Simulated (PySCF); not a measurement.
Broadened absorption spectrum of SnCl(NCO)3

Species: SnCl(NCO)3, C3ClN3O3Sn.
SMILES: `O=C=[N][Sn]([Cl])([N]=C=O)[N]=C=O`

The calculation used PySCF 2.14.0, density-fitted response routines, TDDFT PBE0/def2-SVPD, vertical, gas phase, core orbitals frozen in the response, def2 core potentials past Kr. Geometry: PBE0-D3(BJ)/def2-SVP, one conformer, isolated molecule. Spin–orbit coupling is left out.

Broadening: Gaussians 0.3 eV wide at half height, area fixed by f = 4.319×10⁻⁹ ∫ε dν̃. The width is an assumption, not a result. The curve ends short of the highest state used, and states not computed would add to its high-energy end.

| λ (nm) | ε (L mol⁻¹ cm⁻¹) |
| --- | --- |
| 183.2 | 0 |
| 186.4 | 0 |
| 189.6 | 1 |
| 192.8 | 18 |
| 196.1 | 143 |
| 199.3 | 523 |
| 202.5 | 1070 |
| 205.7 | 1705 |
| 209.0 | 3806 |
| 212.2 | 9150 |
| 215.4 | 16114 |
| 218.7 | 19249 |
| 221.9 | 15763 |
| 225.1 | 9484 |
| 228.3 | 4897 |
| 231.6 | 2902 |
| 234.8 | 2200 |
| 238.0 | 1602 |
| 241.2 | 951 |
| 244.5 | 432 |
| 247.7 | 158 |
| 250.9 | 47 |
| 254.1 | 11 |
| 257.4 | 2 |

Question: Where are the band maxima, and which computed states make them?

Answer: 219 nm (5.67 eV), ε about 19000, made up of S4 (33%), S5 (32%) and S6 (35%) (ε in L mol⁻¹ cm⁻¹; maxima over ε = 5, shares over 10%). At its high-energy end, 6.77 eV, the curve is still rising (ε about 0.068, from S9 and S10). The states used: S1 5.27 eV (f 0.0077); S2 5.30 eV (f 0.012); S3 5.41 eV (f 0.0035); S4 5.64 eV (f 0.073); S5 5.65 eV (f 0.070); S6 5.73 eV (f 0.082); S7 6.05 eV (f 0.0067); S8 6.08 eV (f 0.0057); S9 7.34 eV (f 0.011); S10 7.37 eV (f 0.010).

Question: What would ε be at 5.67 eV, the highest of these maxima, with half the width (0.15 eV)?

Answer: About 32900 L mol⁻¹ cm⁻¹ against 19300, a factor of about 1.7; a lone state at its own centre would give exactly 2.

Question: On this curve, what absorbance would a 10⁻⁵ mol/L sample give at 254 nm over a 1 cm path?

Answer: 254 nm is 4.881 eV, where ε is about 12 L mol⁻¹ cm⁻¹, so A = ε c l ≈ 0.00012 (Beer–Lambert, with the gas-phase spectrum and the assumed width).

Question: Coming from long wavelengths, where does ε first pass 100 L mol⁻¹ cm⁻¹?

Answer: At about 249 nm (4.98 eV), 0.29 eV below S1.

Time: 14 min of wall time (with the writing of density and orbital grids); peak memory 1.3 GiB. Hardware: an AMD EPYC with one thread (shared host).
